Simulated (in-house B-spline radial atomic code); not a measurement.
Cu¹⁸⁺. Computed with a B-spline radial atomic code. Model: all-electron spherical atom, spin shells full or empty, radial basis limit, no spin-orbit coupling: exact exchange with a local potential (Slater, KLI or optimised effective potential, whose far tail is KLI's), no correlation.

Empty minority-spin level lies below the highest occupied level: each spin potential is zero at infinity, spin occupations fixed.

Exchange potential has not reached -1/r at the last radius.

The run also made RPA and GW results, which its time includes.

The Slater potential averages the orbital exchange potentials with the orbital densities as weights, KLI adds orbital constants, and the optimised effective potential minimises the exact-exchange energy among local potentials. So their energies lie above Hartree-Fock in the order OEP, KLI, Slater. All fall off as −1/r, unlike LDA and GGA exchange.

Command:
```bash
python run_gw.py task.json out
```
Settings (nuclear radius in fm, other lengths in bohr, energies in hartree):
```
Z                      29
electrons              11
configuration          [Ne] 3s1
hamiltonian            x2c
method                 oep
lmax                   9
rms_radius             3.8823
spin_polarised         True
box_radius             4.4
intervals              94
ion_configuration      [He] 2s2 2p6
```

Run time, properties included: 8 s on 1 thread of Arm Neoverse N1 (shared host).

Given: hamiltonian one-electron scalar X2C; mean-field start exchange-only OEP.

Computed: energy above Hartree-Fock 2.959 millihartree.

| radius (bohr) | r times exchange potential up (hartree bohr) | r times exchange potential down (hartree bohr) |
| --- | --- | --- |
| 0.00172 | -0.042821 | -0.044819 |
| 0.00207 | -0.051481 | -0.053887 |
| 0.00248 | -0.061593 | -0.064477 |
| 0.00297 | -0.073615 | -0.077072 |
| 0.00356 | -0.087986 | -0.092135 |
| 0.00426 | -0.10488 | -0.10985 |
| 0.00511 | ? | ? |
| 0.00613 | -0.14896 | -0.15615 |
| 0.00734 | -0.17655 | -0.1852 |
| 0.0088 | -0.20877 | -0.2192 |
| 0.0105 | -0.24466 | -0.25718 |
| 0.0126 | -0.28643 | -0.30159 |
| 0.0152 | -0.33406 | -0.35256 |
| 0.0182 | -0.38329 | -0.40573 |
| 0.0218 | -0.43428 | -0.46158 |
| 0.0261 | -0.484 | -0.51725 |
| 0.0313 | -0.52868 | -0.56936 |
| 0.0375 | -0.56157 | -0.6114 |
| 0.0449 | -0.57465 | -0.63596 |
| 0.0538 | ? | ? |
| 0.0645 | -0.52184 | -0.61606 |
| 0.0773 | -0.50501 | -0.61759 |
| 0.0927 | -0.57595 | -0.70369 |
| 0.111 | -0.71607 | -0.86272 |
| 0.133 | -0.85481 | -1.0302 |
| 0.16 | -0.96275 | -1.1766 |
| 0.191 | -1.0259 | -1.285 |
| 0.229 | -1.038 | -1.3537 |
| 0.275 | -0.97864 | -1.3721 |
| 0.329 | -0.82895 | -1.3451 |
| 0.395 | -0.68408 | -1.2883 |
| 0.473 | -0.80052 | -1.2226 |
| 0.567 | -0.93379 | -1.1606 |
| 0.68 | -0.98145 | -1.1072 |
| 0.815 | -0.99539 | -1.0479 |
| 0.976 | -0.99896 | -0.99586 |
| 1.17 | -1.0009 | -0.96307 |

Problem. What belongs in the row 0.00511?

Solution. r times exchange potential up (hartree bohr): -0.12511; r times exchange potential down (hartree bohr): -0.13109.

Problem. What belongs in the row 0.0538?

Solution. r times exchange potential up (hartree bohr): -0.56004; r times exchange potential down (hartree bohr): -0.63607.

```csv
occupied,level (hartree),Hartree-Fock level (hartree)
1s up,-351.44,-358.36
1s down,-352.79,-358.25
2s up,-64.238,-66.252
2s down,-65.618,-66.09
2p up,-59.067,-60.51
2p down,?,?
3s up,-24.631,-24.63
```

Problem. What belongs in the row 2p down?

Solution. level (hartree): -60.443; Hartree-Fock level (hartree): -60.442.

| empty | level (hartree) |
| --- | --- |
| 3s down | -25.203 |
| 3p down | -23.646 |
| 3p up | -23.027 |
| 3d down | -21.714 |
| 3d up | ? |
| 4s down | ? |
| 4s up | -13.095 |
| 4p down | -12.617 |
| 4p up | -12.452 |
| 4d down | -11.868 |
| 4d up | -11.669 |
| 4f down | -11.464 |
| 4f up | -11.322 |

Problem. What belongs in the row 3d up?

Solution. level (hartree): -20.871.

Problem. What belongs in the row 4s down?

Solution. level (hartree): -13.245.

The highest level, 3s up, differs from Hartree-Fock by -0.018 eV and the deepest, 1s down, by +149 eV: a local potential can match the highest level but can't give each shell its own exchange.
